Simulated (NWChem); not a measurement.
## Correlation energy of HBN

```
B
N 1 1.3082
H 1 1.1834 2 180.00
```
Charge 0, spin multiplicity 2.

All runs are NWChem calculations. All single points use one geometry, from UB3LYP/def2-SVP, a minimum by its harmonic frequencies.

Basis set: cc-pVTZ. Each correlation energy counts from its own Hartree-Fock reference.

The correlated methods keep 2 core orbitals frozen. The structure started from a generated list of species. The unpaired electrons of the parent sit in orbitals of symmetry b2 (C2v labels of the run); other states weren't searched. No SCF solution was tested for a lower state. Open-shell Hartree-Fock references start from PBE0 orbitals. No row is a measurement; the coupled-cluster row has its own basis-set and correlation limits.

```json
[
 {"method": "CCSD(T) on ROHF", "correlation energy (mHa)": "___"},
 {"method": "CCSD[T] on ROHF", "correlation energy (mHa)": "___"},
 {"method": "SCS-UMP2", "correlation energy (mHa)": "___"},
 {"method": "CCSD on ROHF", "correlation energy (mHa)": "-273.2"},
 {"method": "UMP2", "correlation energy (mHa)": "-248.0"},
 {"method": "URI-MP2", "correlation energy (mHa)": "-248.0"}
]
```

**Question.** Fill in the missing entries.

**Answer.** 
- CCSD(T) on ROHF, correlation energy (mHa): -285.5
- CCSD[T] on ROHF, correlation energy (mHa): -286.2
- SCS-UMP2, correlation energy (mHa): -249.6
